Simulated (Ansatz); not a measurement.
AlBF2GeH4, SMILES `[BH2][Ge]([F])([F])[AlH2]`, 9 atoms. The species carries charge 0 and has multiplicity 1. Correlated methods include outer-core shells of Ge, which these sets cover unevenly. Scalar relativity is left out up to krypton. All runs use 4 threads of a server CPU on a shared host. Correlated methods freeze the cores.

Question: How many basis functions does each run have, and how long does it take in Ansatz? RHF-CCSD(T)/def2-TZVPP energy; RHF-CCSD(T)/def2-SVP energy; direct RPA on PBE orbitals/def2-TZVPP energy; RKS B2PLYP (frozen core)/def2-TZVPP energy; RKS ωB97M-V/def2-SVP energy; RKS PBE0-D4/def2-TZVP frequencies; RKS PBE0-D4/def2-SVP energy; RKS PBE0-D4/def2-TZVP relaxation (59 steps); RKS ωB97M-V/def2-QZVPP energy; RHF-MP2/def2-QZVPP energy; RKS B97M-V/def2-TZVPP energy; RKS PBE0-D4/def2-QZVPP energy. (An estimate is asked.)

Answer: Ansatz gave: Other jobs shared the machine, so times are rough.

```json
{"level": "RKS PBE0-D4/def2-SVP", "job": "energy", "functions": "112", "wall time": "1.4 s", "peak host memory (GiB)": "0.25"}
{"level": "RKS B2PLYP (frozen core)/def2-TZVPP", "job": "energy", "functions": "239", "wall time": "6.5 s", "peak host memory (GiB)": "0.63"}
{"level": "direct RPA on PBE orbitals/def2-TZVPP", "job": "energy", "functions": "239", "wall time": "6.5 s", "peak host memory (GiB)": "0.57"}
{"level": "RKS ωB97M-V/def2-SVP", "job": "energy", "functions": "112", "wall time": "7 s", "peak host memory (GiB)": "0.37"}
{"level": "RHF-CCSD(T)/def2-SVP", "job": "energy", "functions": "112", "wall time": "9 s", "peak host memory (GiB)": "0.54"}
{"level": "RKS PBE0-D4/def2-QZVPP", "job": "energy", "functions": "450", "wall time": "10 s", "peak host memory (GiB)": "1.8"}
{"level": "RKS B97M-V/def2-TZVPP", "job": "energy", "functions": "239", "wall time": "12 s", "peak host memory (GiB)": "0.4"}
{"level": "RKS ωB97M-V/def2-QZVPP", "job": "energy", "functions": "450", "wall time": "22 s", "peak host memory (GiB)": "2.1"}
{"level": "RHF-MP2/def2-QZVPP", "job": "energy", "functions": "450", "wall time": "26 s", "peak host memory (GiB)": "2.5"}
{"level": "RKS PBE0-D4/def2-TZVP", "job": "frequencies", "functions": "202", "wall time": "2.3 min", "peak host memory (GiB)": "0.6"}
{"level": "RHF-CCSD(T)/def2-TZVPP", "job": "energy", "functions": "239", "wall time": "3.7 min", "peak host memory (GiB)": "4.6"}
{"level": "RKS PBE0-D4/def2-TZVP", "job": "relaxation (59 steps)", "functions": "202", "wall time": "3.8 min", "peak host memory (GiB)": "0.6"}
```
